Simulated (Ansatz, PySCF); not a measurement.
C2H4F2OSi, SMILES O=C[Si@@H](F)CF. Atoms are numbered in the order given.

```xyz
10

O      1.7724     0.3577    -1.6454
C      1.7521     0.0578    -0.4701
Si     0.0782    -0.5138     0.2888
F      0.2063    -0.4979     1.9147
C     -1.2230     0.7181    -0.3085
F     -2.5031     0.2285    -0.0933
H      2.6913     0.1161     0.1488
H     -0.2431    -1.8957    -0.1452
H     -1.0669     0.8940    -1.3891
H     -1.1118     1.6919     0.2029
```
Charge 0, spin multiplicity 1.

Coordinates come from a B3LYP-D3(BJ)/def2-SVP optimisation. The structure was generated by enumeration; whether it is a known compound was not checked. One conformer was computed; it need not be the lowest.

Two levels are set side by side: PBE-D3(BJ)/def2-SVP (Ansatz, a program for electronic structure) and B3LYP-D3(BJ)/def2-SVP (Ansatz). Each level has its own optimised geometry; the coordinates shown are those of the second. Frequencies come from the Hessian of PySCF at each geometry. Differences are taken from unrounded values.

| quantity | B3LYP-D3(BJ) | PBE-D3(BJ) | PBE-D3(BJ) minus B3LYP-D3(BJ) |
|---|---|---|---|
| mean bond length (Å) | 1.430 | 1.439 | 0.010 |
| bond O1–C2 (Å) | 1.213 | 1.222 | 0.009 |
| bond C2–Si3 (Å) | 1.925 | 1.934 | 0.009 |
| bond Si3–F4 (Å) | 1.631 | 1.644 | 0.013 |
| bond Si3–C5 (Å) | 1.889 | 1.898 | 0.010 |
| bond C5–F6 (Å) | 1.387 | 1.390 | 0.003 |
| bond C2–H7 (Å) | 1.126 | 1.137 | 0.011 |
| bond Si3–H8 (Å) | 1.484 | 1.499 | 0.015 |
| bond C5–H9 (Å) | 1.106 | 1.116 | 0.010 |
| bond C5–H10 (Å) | 1.106 | 1.115 | 0.009 |
| highest harmonic wavenumber (cm⁻¹) | 3075 | 3000 | -75 |
| mean harmonic wavenumber (cm⁻¹) | 1092 | 1056 | -36 |
| zero-point energy (kcal/mol) | 37.46 | 36.24 | -1.22 |

GGA bonds tend to be longer and softer than those of functionals with exact exchange. Differences between two approximate levels are no errors against the true value.
